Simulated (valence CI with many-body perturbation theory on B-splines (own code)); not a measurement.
Values are calculated unless marked as measured or tabulated.
## Level structure of Cs41+

Method: relativistic CI+MBPT: four valence electrons over a frozen Dirac-Fock core [Ne], a basis of 11 s, 11 p, 10 d, 8 f, 5 g, 2 h functions for each j, with the one-electron correlation potential Σ1, the two-electron term Σ2, the three-electron term Σ3, Breit, model QED; selected CI, second order for the rest, scaled by the run's own slope (own B-spline code, finite nucleus).

The last digits are not significant, and no measured levels were compared; by estimate large intervals hold to a few tenths of a per cent, small ones and those within an open d or f shell to about a per cent. Among the levels kept, up to 650 cm⁻¹ of a level comes from second order outside the variational space, and about a tenth of that is noise between levels of different J, which matters for small intervals.

Levels 1 to 45 of 171, with energies above the lowest level, (3s^2 3p1/2^2) J=0. "Leading %" is the weight of the configuration and term that name the level; weights of strongly mixed levels are sums over their largest components and can fall short. In the jj column 3d3/2^4 stands for four electrons in 3d with j = 3/2.

```
No.  Configuration  Term  J  E (eV)  Leading %      g    Second component                   Leading jj
  1        3s2 3p2    3P  0    0.00         72            27 % 3s2 3p2 1S          3s^2 3p1/2^2 (98 %)
  2        3s2 3p2    3P  1   80.93         99  1.495                          3s^2 3p1/2 3p3/2 (99 %)
  3        3s2 3p2    1D  2   87.48         60  1.188     38 % 3s2 3p2 3P      3s^2 3p1/2 3p3/2 (98 %)
  4        3s2 3p2    3P  2  173.14         60  1.299     38 % 3s2 3p2 1D          3s^2 3p3/2^2 (98 %)
  5         3s 3p3   3P°  2  185.90         40  1.611     38 % 3s 3p3 5S°      3s 3p1/2^2 3p3/2 (92 %)
  6        3s2 3p2    1S  0  187.42         71            27 % 3s2 3p2 3P          3s^2 3p3/2^2 (97 %)
  7         3s 3p3   3D°  1  206.18         40  0.974     19 % 3s 3p3 3P°      3s 3p1/2^2 3p3/2 (82 %)
  8      3s2 3p 3d   3F°  2  231.47         71  0.769  21 % 3s2 3p 3d 1D°      3s^2 3p1/2 3d3/2 (97 %)
  9         3s 3p3   5S°  2  252.69         31  1.458     21 % 3s 3p3 3D°      3s 3p1/2 3p3/2^2 (53 %)
 10      3s2 3p 3d   3D°  1  258.95         50  0.900  20 % 3s2 3p 3d 1P°      3s^2 3p1/2 3d3/2 (82 %)
 11      3s2 3p 3d   3F°  3  259.31         40  1.184     24 % 3s 3p3 3D°      3s^2 3p1/2 3d5/2 (72 %)
 12         3s 3p3   3D°  2  276.13         35  1.287  26 % 3s2 3p 3d 3P°      3s^2 3p1/2 3d5/2 (46 %)
 13         3s 3p3   3D°  3  280.16         68  1.245  27 % 3s2 3p 3d 3F°      3s 3p1/2 3p3/2^2 (68 %)
 14         3s 3p3   3P°  0  285.51         89         10 % 3s2 3p 3d 3P°      3s 3p1/2 3p3/2^2 (89 %)
 15         3s 3p3   3P°  1  293.74         42  1.251     23 % 3s 3p3 3D°      3s 3p1/2 3p3/2^2 (81 %)
 16         3s 3p3   1D°  2  297.27         54  1.120  13 % 3s2 3p 3d 3D°      3s 3p1/2 3p3/2^2 (68 %)
 17         3s 3p3   3S°  1  304.15         38  1.381     21 % 3s 3p3 1P°      3s 3p1/2 3p3/2^2 (91 %)
 18      3s 3p2 3d    5F  1  338.66         52  0.367   28 % 3s 3p2 3d 3D      3s 3p1/2^2 3d3/2 (93 %)
 19      3s2 3p 3d   3D°  2  338.97         40  1.050  22 % 3s2 3p 3d 1D°      3s^2 3p3/2 3d3/2 (74 %)
 20      3s2 3p 3d   3F°  3  339.22         32  1.142  32 % 3s2 3p 3d 3D°      3s^2 3p3/2 3d3/2 (82 %)
 21      3s2 3p 3d   3P°  1  339.51         48  1.145  31 % 3s2 3p 3d 3D°      3s^2 3p3/2 3d3/2 (84 %)
 22      3s2 3p 3d   3P°  0  340.93         88            10 % 3s 3p3 3P°      3s^2 3p3/2 3d3/2 (88 %)
 23      3s2 3p 3d   3F°  4  341.32         99  1.244                          3s^2 3p3/2 3d5/2 (99 %)
 24      3s2 3p 3d   3P°  2  341.34         39  1.314  27 % 3s2 3p 3d 1D°      3s^2 3p3/2 3d5/2 (76 %)
 25      3s 3p2 3d    5F  2  342.71         29  1.180   19 % 3s 3p2 3d 3D      3s 3p1/2^2 3d3/2 (87 %)
 26      3s 3p2 3d    5D  3  366.28         27  1.374   22 % 3s 3p2 3d 3D      3s 3p1/2^2 3d5/2 (88 %)
 27      3s2 3p 3d   1F°  3  366.93         51  1.153  44 % 3s2 3p 3d 3D°      3s^2 3p3/2 3d5/2 (86 %)
 28      3s2 3p 3d   1P°  1  370.70         60  1.136  21 % 3s2 3p 3d 3P°      3s^2 3p3/2 3d5/2 (87 %)
 29      3s 3p2 3d    3F  2  374.28         22  1.077   17 % 3s 3p2 3d 1D      3s 3p1/2^2 3d5/2 (74 %)
 30         3s 3p3   3P°  2  384.13         39  1.341     20 % 3s 3p3 1D°            3s 3p3/2^3 (74 %)
 31            3p4    3P  2  402.32         25  1.111   18 % 3s 3p2 3d 3F  3s 3p1/2 3p3/2 3d3/2 (46 %)
 32         3s 3p3   1P°  1  402.72         43  1.168     22 % 3s 3p3 3S°            3s 3p3/2^3 (86 %)
 33      3s 3p2 3d    5D  0  407.23         61          12 % 3s 3p2 3d 3P  3s 3p1/2 3p3/2 3d3/2 (80 %)
 34      3s 3p2 3d    5D  1  409.62         57  1.211   19 % 3s 3p2 3d 5F  3s 3p1/2 3p3/2 3d3/2 (97 %)
 35      3s 3p2 3d    5F  3  412.63         48  1.178   33 % 3s 3p2 3d 3F  3s 3p1/2 3p3/2 3d3/2 (89 %)
 36      3s 3p2 3d    5F  2  413.26         32  1.195   16 % 3s 3p2 3d 5D  3s 3p1/2 3p3/2 3d3/2 (60 %)
 37            3p4    1S  0  416.20         33          27 % 3s 3p2 3d 5D       3p1/2^2 3p3/2^2 (56 %)
 38      3s 3p2 3d    5F  4  421.86         47  1.231   22 % 3s 3p2 3d 3F  3s 3p1/2 3p3/2 3d3/2 (74 %)
 39      3s 3p2 3d    5D  4  427.54         53  1.393   21 % 3s 3p2 3d 5F  3s 3p1/2 3p3/2 3d5/2 (92 %)
 40      3s 3p2 3d    3F  2  432.45         65  0.900    9 % 3s 3p2 3d 5D  3s 3p1/2 3p3/2 3d3/2 (68 %)
 41      3s 3p2 3d    5P  3  434.01         44  1.413   15 % 3s 3p2 3d 3F  3s 3p1/2 3p3/2 3d3/2 (56 %)
 42      3s 3p2 3d    5P  2  438.85         42  1.532   23 % 3s 3p2 3d 3P  3s 3p1/2 3p3/2 3d3/2 (75 %)
 43      3s 3p2 3d    5P  1  439.84         42  1.868   19 % 3s 3p2 3d 3P  3s 3p1/2 3p3/2 3d3/2 (90 %)
 44      3s 3p2 3d    5F  5  441.32         55  1.303   45 % 3s 3p2 3d 3G  3s 3p1/2 3p3/2 3d5/2 (95 %)
 45      3s 3p2 3d    3P  2  442.06         33  1.271   20 % 3s 3p2 3d 5D  3s 3p1/2 3p3/2 3d5/2 (73 %)
```

The ionisation energy to 3s2 3p 2P°_1/2 of the next ion comes out as 3120.7 eV (NIST: 3118 ± 4 eV (theoretical)). All 171 levels together are meant to be complete up to 697.29 eV.
